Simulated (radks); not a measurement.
Results of a calculation; reference values are marked as such.
All-electron atom: Sb5+ in [Kr] 4d10. Code: a radial shooting solver on a logarithmic mesh with Libxc functionals. Model: Dirac Kohn-Sham, exchange-only PBE, spin-unpolarised, spherical densities, finite nucleus; Fermi nuclear charge, rms radius 4.6802 fm. Some entries of the table are withheld. Estimate them.

orbital,occ.,eigenvalue (hartree),r(max) (bohr)
1s1/2,2,-1115.027,0.01835
2s1/2,2,-171.3743,0.1038
2p1/2,2,-160.4724,0.07983
2p3/2,4,-151.2161,0.08444
3s1/2,2,-35.24647,0.3001
3p1/2,2,-30.78913,0.2865
3p3/2,4,-29.08108,0.2969
3d3/2,4,-21.20753,(1)
3d5/2,6,-20.85247,(2)
4s1/2,2,-7.49916,(3)
4p1/2,2,-5.98873,0.7454
4p3/2,4,-5.67063,0.7698
4d3/2,4,(4),0.8383
4d5/2,6,(5),0.8472

Answer. 
(1) 3d3/2 r(max) (bohr): 0.2425
(2) 3d5/2 r(max) (bohr): 0.2455
(3) 4s1/2 r(max) (bohr): 0.7227
(4) 4d3/2 eigenvalue (hartree): -3.26897
(5) 4d5/2 eigenvalue (hartree): -3.22156
